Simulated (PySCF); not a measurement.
The PySCF input:
```python
from pyscf import gto, scf, dft

mol = gto.M(
    atom='''
C    -1.06519029    1.78483099    0.03108030
C    -0.76655125    0.36846721   -0.33389339
C    -1.95211724   -0.52631047   -0.48317032
As    0.91553816   -0.40089944    0.22269269
H    -1.54395907    1.85767815    1.01530513
H    -1.75664549    2.22927244   -0.68771601
H    -0.15135721    2.38131331    0.05400838
H    -2.65585291   -0.11386931   -1.20908699
H    -2.50022148   -0.63413665    0.46085300
H    -1.64900049   -1.52122396   -0.81434270
H     0.99654841   -1.34845491   -0.94467525
H     1.75088179    0.61717613   -0.50730393
''',
    basis='sto-3g',
    spin=1,
    verbose=4,
)

mf = dft.UKS(mol)
mf.xc = 'pbe'
mf.kernel()
```

Task: What does this run give for the dipole moment, number of basis functions, HOMO energy, Mulliken (on the basis functions themselves) charges in atom order, nuclear repulsion energy?

Result: 
| Quantity | Result |
|---|---|
| dipole moment | 0.62 D |
| number of basis functions | 41 |
| HOMO energy | -1.43 eV |
| Mulliken (on the basis functions themselves) charges in atom order | C1 -0.26, C2 -0.10, C3 -0.26, As4 0.24, H5 0.08, H6 0.08, H7 0.08, H8 0.08, H9 0.08, H10 0.08, H11 -0.06, H12 -0.06 |
| nuclear repulsion energy | 256.3169 Eh |

These values belong to the state on which the SCF converged, which isn't shown to be the lowest.
